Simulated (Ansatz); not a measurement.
Start from `[OH][Ti]([F])([Cl])[SeH]` and change one atom or group to get `C[Se][Ti]([OH])([F])[Cl]`.

Ansatz, PBE0-D4/def2-TZVP geometries, multiplicity 1. Each molecule was computed in one conformer, which needn't be the lowest.

Scalar relativity is left out up to krypton. Spin–orbit coupling is left out; it splits and shifts lone-pair levels of the heavy atoms by tenths of an eV.

| property | `[OH][Ti]([F])([Cl])[SeH]` |
| --- | --- |
| HOMO–LUMO gap (B3LYP/def2-TZVPP) / eV | 4.26 |
| HOMO–LUMO gap (ωB97M-V/def2-TZVPP) / eV | 8.92 |
| HOMO energy (PBE0/def2-TZVPP) / eV | -7.51 |
| LUMO energy (PBE/def2-TZVPP) / eV | -3.63 |
| HOMO energy (PBE/def2-TZVPP) / eV | -6.38 |
| HOMO–LUMO gap (PBE/def2-TZVPP) / eV | 2.74 |

(1) Give the same properties after the change, and the shifts. (An estimate is asked.)

## Answers

(1) Computed: 
| property | `C[Se][Ti]([OH])([F])[Cl]` | shift |
| --- | --- | --- |
| HOMO–LUMO gap (B3LYP/def2-TZVPP) / eV | 4.06 | -0.20 |
| HOMO–LUMO gap (ωB97M-V/def2-TZVPP) / eV | 8.67 | -0.25 |
| HOMO energy (PBE0/def2-TZVPP) / eV | -7.06 | 0.45 |
| LUMO energy (PBE/def2-TZVPP) / eV | -3.42 | 0.21 |
| HOMO energy (PBE/def2-TZVPP) / eV | -5.96 | 0.42 |
| HOMO–LUMO gap (PBE/def2-TZVPP) / eV | 2.54 | -0.20 |

With PBE0 the HOMO rises by 0.45 eV and the LUMO rises by 0.22 eV, so the gap narrows by about 0.23 eV. PBE moves the HOMO by 0.42 eV and ωB97M-V by 0.46 eV.

B3LYP here is the variant with VWN-RPA as its local correlation; programs differ in this.
